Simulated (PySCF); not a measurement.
## Removing the step error of a finite difference

System: H3BF2O2Si, singlet, at a GFN2-xTB geometry, atoms displaced at random by about 0.03 Å a coordinate. Level: TPSS/STO-3G, gradient (PySCF). Sums are taken with unrounded values, so a last digit can differ.

Central differences of the energy along y of atom 2 gave a gradient component of 0.057008 Eh/bohr at step 0.05 and 0.057510 Eh/bohr at step 0.2 (atomic units).

Task: Extrapolate to zero step.

Result: The leading error of a symmetric difference goes as h², so A(h) = A0 + c h². Then c = (0.057510 - (0.057008))/(0.2² - 0.05²) = 0.0134 (atomic units) and A0 = 0.057008 - c × 0.05² = 0.056974 Eh/bohr. The analytic value from the same program and level (with grid response) is 0.056973 Eh/bohr: the smaller step missed it by 0.000034, the extrapolation by 0.000001.
